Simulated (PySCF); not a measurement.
PySCF input (TPSSh/def2-TZVPD):

```python
from pyscf import gto, scf, dft

mol = gto.M(
    atom='''
    O     0.34024640   -0.24993531    1.60313657
    Si    0.19036854   -0.05346574    0.03044674
    O     0.10410985   -1.32618893   -0.92958416
    O     0.95331986    1.23560974   -0.51244831
    O    -1.55800152    0.39425968   -0.18200979
    H     0.18779922   -1.07070227    2.08296220
    H     0.79238772   -1.61681344   -1.53641061
    H     1.62052781    1.72072587   -0.01526684
    H    -1.94357200    1.21214502    0.17297997
    H    -2.03969915    0.07320382   -0.96327359
    ''',
    basis='def2-tzvpd',
    charge=1,
    spin=0,
    verbose=4,
)

mf = dft.RKS(mol, xc='tpssh').density_fit(auxbasis='def2-universal-jkfit')
mf.grids.level = 3
mf.conv_tol = 1e-9
mf.max_cycle = 100
mf.max_memory = 1500
mf.kernel()
if not mf.converged:
    mf = mf.newton()
    mf.kernel(mf.make_rdm1())
mf.analyze()
```

Output:

```
PySCF version 2.14.0

[INPUT] verbose = 4
[INPUT] num. atoms = 10
[INPUT] num. electrons = 50
[INPUT] charge = 1
[INPUT] spin (= nelec alpha-beta = 2S) = 0
[INPUT] symmetry False subgroup None
[INPUT] Mole.unit = angstrom
[INPUT] Symbol           X                Y                Z      unit          X                Y                Z       unit  Magmom
[INPUT]  1 O      0.340246400000  -0.249935310000   1.603136570000 AA    0.642972510869  -0.472309284758   3.029489057575 Bohr   0.0
[INPUT]  2 Si     0.190368540000  -0.053465740000   0.030446740000 AA    0.359744403333  -0.101035605647   0.057535999986 Bohr   0.0
[INPUT]  3 O      0.104109850000  -1.326188930000  -0.929584160000 AA    0.196739103370  -2.506133867130  -1.756659472134 Bohr   0.0
[INPUT]  4 O      0.953319860000   1.235609740000  -0.512448310000 AA    1.801513444509   2.334964005445  -0.968386958896 Bohr   0.0
[INPUT]  5 O     -1.558001520000   0.394259680000  -0.182009790000 AA   -2.944196174456   0.745042817159  -0.343948655090 Bohr   0.0
[INPUT]  6 H      0.187799220000  -1.070702270000   2.082962200000 AA    0.354889092207  -2.023334051250   3.936228085822 Bohr   0.0
[INPUT]  7 H      0.792387720000  -1.616813440000  -1.536410610000 AA    1.497395775269  -3.055334596116  -2.903395267776 Bohr   0.0
[INPUT]  8 H      1.620527810000   1.720725870000  -0.015266840000 AA    3.062353738141   3.251700629754  -0.028850146388 Bohr   0.0
[INPUT]  9 H     -1.943572000000   1.212145020000   0.172979970000 AA   -3.672818783373   2.290622111055   0.326884768335 Bohr   0.0
[INPUT] 10 H     -2.039699150000   0.073203820000  -0.963273590000 AA   -3.854472770008   0.138335171072  -1.820323268127 Bohr   0.0

nuclear repulsion = 279.500136306773
number of shells = 96
number of NR pGTOs = 344
number of NR cGTOs = 248
basis = def2-tzvpd
ecp = {}

******** <class 'pyscf.df.df_jk.DFRKS'> ********
method = DFRKS
initial guess = minao
damping factor = 0
level_shift factor = 0
DIIS = <class 'pyscf.scf.diis.CDIIS'>
diis_start_cycle = 1
diis_space = 8
diis_damp = 0
SCF conv_tol = 1e-09
SCF conv_tol_grad = None
SCF max_cycles = 100
direct_scf = False
XC library pyscf.dft.libxc version 7.1.2
    S. Lehtola, C. Steigemann, M. J. T. Oliveira, and M. A. L. Marques,  SoftwareX 7, 1–5 (2018)
XC functionals = tpssh
    V. N. Staroverov, G. E. Scuseria, J. Tao, and J. P. Perdew,  J. Chem. Phys. 119, 12129 (2003)
radial grids:
    Treutler-Ahlrichs [JCP 102, 346 (1995); DOI:10.1063/1.469408] (M4) radial grids

becke partition: Becke, JCP 88, 2547 (1988); DOI:10.1063/1.454033
pruning grids: <function nwchem_prune>
grids dens level: 3
symmetrized grids: False
atomic radii adjust function: <function treutler_atomic_radii_adjust>
small_rho_cutoff = 0
Set gradient conv threshold to 3.16228e-05
Initial guess from minao.
tot grids = 124552
******** <class 'pyscf.df.df.DF'> ********
auxbasis = def2-universal-jkfit
init E= -594.351893802449
[...]
cycle= 10 E= -593.475398704953  delta_E= -1.41e-10  |g|= 6.93e-06  |ddm|= 2.94e-05
  HOMO = -0.506657331202532  LUMO = -0.211910258718916  gap/eV = 8.02048
Extra cycle  E= -593.47539870495  delta_E= 2.73e-12  |g|= 8.23e-06  |ddm|= 1.03e-05
converged SCF energy = -593.47539870495
**** SCF Summaries ****
Total Energy =                        -593.475398704950067
Nuclear Repulsion Energy =             279.500136306773072
One-electron Energy =                -1364.987986229793933
Two-electron Energy =                  492.012451218070794
Two-electron Coulomb Energy =          549.169902774262255
DFT Exchange-Correlation Energy =      -57.157451556191440
HOMO-LUMO gap [eV] =                     8.020476367616594
**** MO energy ****
MO #1   energy= -66.2529557279498  occ= 2
MO #2   energy= -19.3732873145511  occ= 2
MO #3   energy= -19.2597492966635  occ= 2
MO #4   energy= -19.2559885474827  occ= 2
MO #5   energy= -19.2550781184775  occ= 2
MO #6   energy= -5.47483756629198  occ= 2
MO #7   energy= -3.8253956464372   occ= 2
MO #8   energy= -3.82136291177812  occ= 2
MO #9   energy= -3.82115846843763  occ= 2
MO #10  energy= -1.31106361604538  occ= 2
MO #11  energy= -1.20611241744896  occ= 2
MO #12  energy= -1.18178127194302  occ= 2
MO #13  energy= -1.17689381710121  occ= 2
MO #14  energy= -0.830092768833264 occ= 2
MO #15  energy= -0.808018566380107 occ= 2
MO #16  energy= -0.724619534599901 occ= 2
MO #17  energy= -0.71502207157376  occ= 2
MO #18  energy= -0.71136337430704  occ= 2
MO #19  energy= -0.616772173721097 occ= 2
MO #20  energy= -0.573275585770261 occ= 2
MO #21  energy= -0.556968456700858 occ= 2
MO #22  energy= -0.548495437219877 occ= 2
MO #23  energy= -0.52229755016689  occ= 2
MO #24  energy= -0.519134362303526 occ= 2
MO #25  energy= -0.506657331202532 occ= 2
MO #26  energy= -0.211910258718916 occ= 0
MO #27  energy= -0.160674124364885 occ= 0
MO #28  energy= -0.134075929256995 occ= 0
MO #29  energy= -0.128008342481536 occ= 0
MO #30  energy= -0.125831864117582 occ= 0
MO #31  energy= -0.0957110156851964 occ= 0
MO #32  energy= -0.0789262960710506 occ= 0
MO #33  energy= -0.070292450337073 occ= 0
MO #34  energy= -0.0648894998167385 occ= 0
MO #35  energy= -0.055880605255443 occ= 0
MO #36  energy= -0.0542078836457941 occ= 0
MO #37  energy= -0.0478636183634401 occ= 0
MO #38  energy= -0.0444074594439996 occ= 0
MO #39  energy= -0.0329340231335702 occ= 0
MO #40  energy= -0.0222511414032493 occ= 0
MO #41  energy= -0.0101525363915617 occ= 0
MO #42  energy= -0.006694187756837 occ= 0
MO #43  energy= -0.000716356597463913 occ= 0
MO #44  energy= 0.00709728811070937 occ= 0
MO #45  energy= 0.0152064210933877 occ= 0
MO #46  energy= 0.0312732694573133 occ= 0
MO #47  energy= 0.0451202410697018 occ= 0
MO #48  energy= 0.0493627223056709 occ= 0
MO #49  energy= 0.0571980495352053 occ= 0
MO #50  energy= 0.0681224248497454 occ= 0
MO #51  energy= 0.0708964413452147 occ= 0
MO #52  energy= 0.0795336033670384 occ= 0
MO #53  energy= 0.100534909942061  occ= 0
MO #54  energy= 0.102598659554022  occ= 0
MO #55  energy= 0.110673779093912  occ= 0
MO #56  energy= 0.116801018708338  occ= 0
MO #57  energy= 0.120125510590577  occ= 0
MO #58  energy= 0.129043826651032  occ= 0
MO #59  energy= 0.130880587194783  occ= 0
MO #60  energy= 0.146053549729893  occ= 0
MO #61  energy= 0.15215003348353   occ= 0
MO #62  energy= 0.159173469546079  occ= 0
MO #63  energy= 0.17065544561246   occ= 0
MO #64  energy= 0.173964951718664  occ= 0
MO #65  energy= 0.179165312419393  occ= 0
MO #66  energy= 0.182978291322661  occ= 0
MO #67  energy= 0.188280378114806  occ= 0
MO #68  energy= 0.199718118735214  occ= 0
MO #69  energy= 0.207869399107475  occ= 0
MO #70  energy= 0.210943192375554  occ= 0
MO #71  energy= 0.215682191956684  occ= 0
MO #72  energy= 0.234797556808129  occ= 0
MO #73  energy= 0.248307011289135  occ= 0
MO #74  energy= 0.257898646867132  occ= 0
MO #75  energy= 0.264318659479311  occ= 0
MO #76  energy= 0.276829415885996  occ= 0
MO #77  energy= 0.295187149924235  occ= 0
MO #78  energy= 0.302978322246684  occ= 0
MO #79  energy= 0.30646821078919   occ= 0
MO #80  energy= 0.323406686974101  occ= 0
MO #81  energy= 0.344536529855393  occ= 0
MO #82  energy= 0.364110950374692  occ= 0
MO #83  energy= 0.380620401370679  occ= 0
MO #84  energy= 0.386923657013895  occ= 0
MO #85  energy= 0.392259604474076  occ= 0
MO #86  energy= 0.411642716241258  occ= 0
MO #87  energy= 0.418018355613524  occ= 0
MO #88  energy= 0.432080023079963  occ= 0
MO #89  energy= 0.447410156168282  occ= 0
MO #90  energy= 0.458052628477046  occ= 0
MO #91  energy= 0.469662742646966  occ= 0
MO #92  energy= 0.481742416183399  occ= 0
MO #93  energy= 0.498695969552434  occ= 0
MO #94  energy= 0.505741740499823  occ= 0
MO #95  energy= 0.508639610629932  occ= 0
MO #96  energy= 0.523545195240566  occ= 0
MO #97  energy= 0.52804511316902   occ= 0
MO #98  energy= 0.567120256564734  occ= 0
MO #99  energy= 0.584495559520832  occ= 0
MO #100 energy= 0.590604844773628  occ= 0
MO #101 energy= 0.602314693987835  occ= 0
MO #102 energy= 0.609017197735904  occ= 0
MO #103 energy= 0.635766729420012  occ= 0
MO #104 energy= 0.650656286711539  occ= 0
MO #105 energy= 0.65382382219196   occ= 0
MO #106 energy= 0.677065035245594  occ= 0
MO #107 energy= 0.689243229016525  occ= 0
[...]
```

It need not be the lowest isomer of its formula.
